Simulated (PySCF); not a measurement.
Species: C₈H₇ (charge -1).
SMILES with atom numbers: `[CH3:1][C:2]#[C:3][c:4]1[cH:5][cH:6][cH-:7][cH:8]1`

NICS is the negative of the GIAO shielding at a point without a nucleus: at the ring centre (0) and 1 Å above and below it (1); zz is the component along the ring normal. Level: GIAO PBE0/pcSseg-1 (PySCF, non-relativistic, gas phase) on the GFN2-xTB geometry, one conformer.

Ring bond lengths (Å), with Mayer bond orders in brackets: C4–C5 1.410 (1.35), C5–C6 1.385 (1.46), C6–C7 1.401 (1.35), C7–C8 1.385 (1.46), C8–C4 1.410 (1.35).

What do the NICS probes read (ppm)?

```csv
ring,type,NICS(0),"NICS(1), two faces","NICS(1)zz, two faces",rms pucker (Å),"centre to ring atoms, mean (Å)"
C4–C5–C6–C7–C8,5-membered carbocycle; formal bonds all aromatic,-14.2,-11.7 / -11.7,-30.2 / -30.2,0.00,1.19
```

What do they say, and how far can they be read as aromaticity?

- C4–C5–C6–C7–C8: mean NICS(1)zz -30.2 ppm, shielded, aromatic by this magnetic criterion (flat ring, no four-coordinate atom).

And the bond-length index? Use HOMA with the parameters of Krygowski (1993).

- C4–C5–C6–C7–C8: HOMA 0.94 = 1 − EN − GEO, with mean bond length 1.398 Å, EN = α(Ropt − mean)² = 0.026 and GEO = α × variance = 0.033. The geometric and the magnetic index point the same way.

Give the inner angles of the rings and the Hirshfeld charges of the ring atoms.

- C4–C5–C6–C7–C8: C4 107.4° (-0.097 e), C5 108.0° (-0.152 e), C6 108.3° (-0.164 e), C7 108.3° (-0.164 e), C8 108.0° (-0.152 e); sum 540.0° against 540° for a flat convex ring.

Time: 23 s wall. Hardware: one thread, Arm Neoverse V1 (shared host). This is the whole shielding run at PBE0/pcSseg-1, SCF included.
